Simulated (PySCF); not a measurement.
Computed IR spectrum (relative IR intensity) of a molecule CH3F3OSi. Coordinates come from a PBE0-D3(BJ)/def2-SVP optimisation. Other conformers were not sampled. These are PBE0-D3(BJ)/def2-SVP run with PySCF values and carry that method's errors. Frequencies are harmonic and unscaled.

ν (cm⁻¹): 119 (vw), 204 (w), 247 (m), 298 (w), 421 (m), 506 (w), 620 (m), 718 (m), 754 (vw), 827 (s), 890 (vs), 915 (s), 958 (s), 1175 (vs), 1194 (vs), 1272 (s), 2253 (m), 2307 (m), 3933 (s) (against the strongest line: vs over 80 %, s over 45 %, m over 15 %, w over 4 %, vw less)

### Question
Pick the molecule that these values belong to.
A. OC[Si](F)(F)F
B. CO[Si](F)(F)F
C. O[SiH2]C(F)(F)F
D. O[Si](F)(F)CF

### Answer
C, O[SiH2]C(F)(F)F
